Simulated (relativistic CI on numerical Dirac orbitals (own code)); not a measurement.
Ti4+: sensitivity of the levels to the model

Base calculation: Dirac-Coulomb-Breit CI, KLI orbitals optimised for each configuration, model QED (radiative potential, 1s self-energy scaled to tabulated hydrogen-like ionisation energies), valence Slater integrals scaled by 0.85, P86 correlation energy added to each configuration.

Configuration list (outside the closed core [Ne]): 3s²3p⁶, 3s²3p⁵3d, 3s3p⁶3d, 3s²3p⁵4s, 3s²3p⁵4p, 3s²3p⁵4d, 3s²3p⁵5s, 3s²3p⁵4f, 3s²3p⁵5p, 3s²3p⁵5d, 3s²3p⁵5f, 3s²3p⁵5g, 3s3p⁶4s, 3p⁶3d², 3p⁵3d³, 3p⁵3d²4s, 3p⁵3d²4p, 3p⁵3d²4d, 3p⁵3d²5s. Double excitations out of closed p, d and f shells are left out; levels of such configurations are missing from the list, as are those of other unlisted configurations, and high levels can miss mixing partners. These lack a partner that the ground configuration has and come out too high: 3s²3p⁵4f, 3s²3p⁵5p, 3s²3p⁵5d, 3s²3p⁵5f, 3s²3p⁵5g.

Variants: (1) Slater integrals left unscaled; (2) self-excluded LDA correlation estimate; (3) QED terms removed; (4) non-relativistic limit. Shifts of the energy above 3s²3p⁶ ¹S0, in cm⁻¹, for the lowest level and the first level of each name with at least 55 % of one term (blank where a level changes its place among those of its configuration and J or its character, or is not in the variant):

```
        Level    Base    Δ(1)   Δ(2)  Δ(3)   Δ(4)  Measured
   3s²3p⁶ ¹S0       0       0      0     0      0         0
3s²3p⁵3d ³P°0  275553   -4201   -318    +1   -111          
3s²3p⁵3d ³P°1  276475   -4181   -318    -1  -1033    275372
3s²3p⁵3d ³P°2  278394   -4143   -318    -6  -2952    277311
3s²3p⁵3d ³F°4  286891   -2269   -320    -1   -467          
3s²3p⁵3d ³F°3  288708   -2225   -320    -4  -2283    289050
3s²3p⁵3d ³F°2  290477   -2235   -320    -8  -4053    290779
3s²3p⁵3d ³D°3  306987   +1235   -320    -1   -945    307429
3s²3p⁵3d ¹D°2  307653   +1109   -320    -4  -1617    306874
3s²3p⁵3d ³D°1  308923   +1162   -320    -6  -2881    309252
3s²3p⁵3d ³D°2  309475   +1143   -320    -9  -3433    309433
3s²3p⁵3d ¹F°3  310955   +1367   -320    -9  -3215    311434
3s²3p⁵3d ¹P°1  398502  +16968   -224    -6  -2036    395321
3s²3p⁵4s ³P°2  438594    -332  +1047   -68  +2992    434339
```

At this charge configurations can still be misplaced by up to about 7 % of their energy. 32 of the 44 excited levels that our extract of the measured tables holds in this range could be paired (the sources list more); they are missed by 7155 cm⁻¹ on average and 62903 at most, and levels without a partner can miss by more.

Measured levels: Corliss and Sugar, J. Phys. Chem. Ref. Data 8, 1 (1979).

Ionisation energy from the two ground configurations alone: base 99.45 eV; self-excluded LDA correlation estimate 99.9 eV. The NIST ASD value (measured) is 99.299 eV.

LS names give the leading component of a level, which can be under half, so a name can repeat, a term be missing and a line seem to break the LS rules.
